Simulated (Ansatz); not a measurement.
Geometry optimisation, RKS PBE-D4/def2-SVP in Ansatz.

The input (input.yaml):

```yaml
crystal:
  periodic: [false, false, false]
  atoms:
    - { symbol: B, position_ang: [-1.417, 1.3121, -0.0268] }
    - { symbol: Sb, position_ang: [0.7348, 1.0178, 0.1279] }
    - { symbol: C, position_ang: [0.4373, -0.5727, 1.5533] }
    - { symbol: C, position_ang: [0.8206, -0.3484, -1.543] }
    - { symbol: H, position_ang: [-2.0471, 0.9767, -1.0128] }
    - { symbol: H, position_ang: [-2.0595, 1.8392, 0.8681] }
    - { symbol: H, position_ang: [-0.3005, -1.2623, 1.2264] }
    - { symbol: H, position_ang: [1.4595, -1.1183, 1.6681] }
    - { symbol: H, position_ang: [0.188, -0.1244, 2.5897] }
    - { symbol: H, position_ang: [0.7282, 0.31059, -2.50894] }
    - { symbol: H, position_ang: [0.02592, -1.02262, -1.52792] }
    - { symbol: H, position_ang: [1.81416, -0.81516, -1.56662] }
basis:
  gaussian: { orbitals: def2-SVP }
hamiltonian:
  xc: pbe
  dispersion: d4
relax:
  f_tol: 0.015
  max_steps: 40
```

Launched with:

```bash
$ ansatz run input.yaml --threads 2 --pin off --max-ram 3072MiB --backend cpu --events-out ev --progress --plain --runs-dir out
```

Q: Where does it end, and by what steps?

A: The forces met the threshold. The force dipped under the threshold on the way, but the program's further checks kept it going. After 10 steps the energy has fallen by 0.415 eV; H5 moved furthest, 0.76 Å.

| step | energy less start (eV) | largest force component (eV/Å) | accepted |
| --- | --- | --- | --- |
| 0 | 0.0000 | 2.799 | yes |
| 1 | -0.2888 | 0.769 | yes |
| 2 | -0.3317 | 0.592 | yes |
| 3 | -0.3674 | 0.482 | yes |
| 4 | -0.4079 | 0.064 | yes |
| 5 | -0.3999 | 0.374 | no |
| 6 | -0.4134 | 0.042 | yes |
| 7 | -0.4148 | 0.037 | yes |
| 8 | -0.4151 | 0.023 | yes |
| 9 | -0.4152 | 0.014 | yes |
| 10 | -0.4152 | 0.014 | yes |

```xyz
12
Properties=species:S:1:pos:R:3
B -1.525 1.425 -0.069
Sb 0.614 0.924 0.097
C 0.522 -0.613 1.667
C 0.829 -0.407 -1.638
H -1.998 1.723 -1.151
H -2.192 1.592 0.935
H -0.098 -1.466 1.334
H 1.548 -0.959 1.894
H 0.078 -0.162 2.574
H 0.566 0.162 -2.551
H 0.158 -1.281 -1.539
H 1.881 -0.745 -1.707
```

The run took 42 s on 2 threads of Arm Neoverse N1, on a shared host, peak memory 0.14 GiB.
